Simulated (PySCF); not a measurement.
HO4S (SMILES O=S(=O)([O-])O), charge -1, singlet, geometry from GFN2-xTB; PySCF with DF-CCSD/3-21G.

The PySCF input:
```python
from pyscf import gto, scf, cc

mol = gto.Mole()
mol.atom = '''
    O     1.38992049   -0.28176098   -0.58148330
    S    -0.13445586    0.02400851    0.02026324
    O     0.12119981   -0.01438956    1.45858623
    O    -0.97063154   -1.05348789   -0.46961795
    O    -0.49393968    1.33543365   -0.48378888
    H     1.77890124   -0.27049776    0.28621944
'''
mol.basis = '3-21g'
mol.charge = -1
mol.verbose = 4
mol.build()

mf = scf.RHF(mol)
mf = mf.density_fit(auxbasis='def2-universal-jkfit')
mf.kernel()

mycc = cc.CCSD(mf)
mycc.kernel()
print('E(CCSD) = %.10f' % mycc.e_tot)
```

### Question
Predict the main parts of the log of this PySCF run.

### Answer

```
PySCF version 2.14.0

[INPUT] verbose = 4
[INPUT] num. atoms = 6
[INPUT] num. electrons = 50
[INPUT] charge = -1
[INPUT] spin (= nelec alpha-beta = 2S) = 0
[INPUT] symmetry False subgroup None
[INPUT] Mole.unit = angstrom
[INPUT] Symbol           X                Y                Z      unit          X                Y                Z       unit  Magmom
[INPUT]  1 O      1.389920490000  -0.281760980000  -0.581483300000 AA    2.626569061021  -0.532451084789  -1.098844183008 Bohr   0.0
[INPUT]  2 S     -0.134455860000   0.024008510000   0.020263240000 AA   -0.254084751243   0.045369508559   0.038291973996 Bohr   0.0
[INPUT]  3 O      0.121199810000  -0.014389560000   1.458586230000 AA    0.229034447249  -0.027192327453   2.756328503762 Bohr   0.0
[INPUT]  4 O     -0.970631540000  -1.053487890000  -0.469617950000 AA   -1.834227778465  -1.990803587646  -0.887449308680 Bohr   0.0
[INPUT]  5 O     -0.493939680000   1.335433650000  -0.483788880000 AA   -0.933410717255   2.523603856028  -0.914228485310 Bohr   0.0
[INPUT]  6 H      1.778901240000  -0.270497760000   0.286219440000 AA    3.361636146249  -0.511166683708   0.540876353126 Bohr   0.0

nuclear repulsion = 277.038618518343
number of shells = 29
number of NR pGTOs = 90
number of NR cGTOs = 51
basis = 3-21g
ecp = {}

******** <class 'pyscf.df.df_jk.DFRHF'> ********
method = DFRHF
initial guess = minao
damping factor = 0
level_shift factor = 0
DIIS = <class 'pyscf.scf.diis.CDIIS'>
diis_start_cycle = 1
diis_space = 8
diis_damp = 0
SCF conv_tol = 1e-09
SCF conv_tol_grad = None
SCF max_cycles = 50
direct_scf = False
Set gradient conv threshold to 3.16228e-05
Initial guess from minao.
******** <class 'pyscf.df.df.DF'> ********
auxbasis = def2-universal-jkfit
init E= -695.078357251976
  HOMO = -0.427246999688579  LUMO = 0.141030677635996  gap/eV = 15.46362
cycle= 1 E= -693.458863247689  delta_E= 1.62  |g|= 1.06  |ddm|= 2.99
  HOMO = -0.172673666456839  LUMO = 0.40099612580155  gap/eV = 15.61035
cycle= 2 E= -693.635267031668  delta_E= -0.176  |g|= 0.575  |ddm|= 1.53
  HOMO = -0.240400643796268  LUMO = 0.430936413983509  gap/eV = 18.26801
cycle= 3 E= -693.692606638083  delta_E= -0.0573  |g|= 0.0508  |ddm|= 0.496
  HOMO = -0.232114367951923  LUMO = 0.438057556335395  gap/eV = 18.23631
cycle= 4 E= -693.693571167213  delta_E= -0.000965  |g|= 0.0215  |ddm|= 0.0765
  HOMO = -0.234959471158382  LUMO = 0.440686557728797  gap/eV = 18.38526
cycle= 5 E= -693.693735116179  delta_E= -0.000164  |g|= 0.00714  |ddm|= 0.0305
  HOMO = -0.235419925111116  LUMO = 0.439760191195683  gap/eV = 18.37259
cycle= 6 E= -693.693758258558  delta_E= -2.31e-05  |g|= 0.0014  |ddm|= 0.0137
  HOMO = -0.235312715525182  LUMO = 0.439934286797389  gap/eV = 18.37441
cycle= 7 E= -693.693759540306  delta_E= -1.28e-06  |g|= 0.0003  |ddm|= 0.00392
  HOMO = -0.23534851874345  LUMO = 0.4399706546345  gap/eV = 18.37637
cycle= 8 E= -693.693759595619  delta_E= -5.53e-08  |g|= 0.000105  |ddm|= 0.000798
  HOMO = -0.235359132137385  LUMO = 0.439977697132479  gap/eV = 18.37685
cycle= 9 E= -693.69375960007  delta_E= -4.45e-09  |g|= 5.05e-05  |ddm|= 0.000172
  HOMO = -0.235362354214291  LUMO = 0.439982622809504  gap/eV = 18.37707
cycle= 10 E= -693.693759601082  delta_E= -1.01e-09  |g|= 9.1e-06  |ddm|= 8.82e-05
  HOMO = -0.235363886944034  LUMO = 0.43998198717351  gap/eV = 18.37710
cycle= 11 E= -693.693759601144  delta_E= -6.21e-11  |g|= 1.83e-06  |ddm|= 2.66e-05
  HOMO = -0.235364242610578  LUMO = 0.43998207879155  gap/eV = 18.37711
Extra cycle  E= -693.693759601145  delta_E= -4.55e-13  |g|= 8.82e-07  |ddm|= 2.89e-06
converged SCF energy = -693.693759601145

******** <class 'pyscf.cc.dfccsd.RCCSD'> ********
CC2 = 0
CCSD nocc = 25, nmo = 51
max_cycle = 50
direct = 0
conv_tol = 1e-07
conv_tol_normt = 1e-05
diis_space = 6
diis_start_cycle = 0
diis_start_energy_diff = 1e+09
Init t2, MP2 energy = -694.249507349953  E_corr(MP2) -0.555747748808324
Init E_corr(RCCSD) = -0.555747748808597
cycle = 1  E_corr(RCCSD) = -0.531517157637205  dE = 0.0242305912  norm(t1,t2) = 0.0801806
cycle = 2  E_corr(RCCSD) = -0.552355478701362  dE = -0.0208383211  norm(t1,t2) = 0.0245763
cycle = 3  E_corr(RCCSD) = -0.551435092793504  dE = 0.000920385908  norm(t1,t2) = 0.0142094
cycle = 4  E_corr(RCCSD) = -0.554316399277976  dE = -0.00288130648  norm(t1,t2) = 0.0057056
cycle = 5  E_corr(RCCSD) = -0.554362949025515  dE = -4.65497475e-05  norm(t1,t2) = 0.000892726
cycle = 6  E_corr(RCCSD) = -0.554245772747232  dE = 0.000117176278  norm(t1,t2) = 0.000336568
cycle = 7  E_corr(RCCSD) = -0.554228615488276  dE = 1.7157259e-05  norm(t1,t2) = 6.01636e-05
cycle = 8  E_corr(RCCSD) = -0.554233727212196  dE = -5.11172392e-06  norm(t1,t2) = 2.31636e-05
cycle = 9  E_corr(RCCSD) = -0.554233768010267  dE = -4.07980716e-08  norm(t1,t2) = 8.8235e-06
RCCSD converged
E(RCCSD) = -694.2479933691549  E_corr = -0.5542337680102671
E(CCSD) = -694.2479933692
```
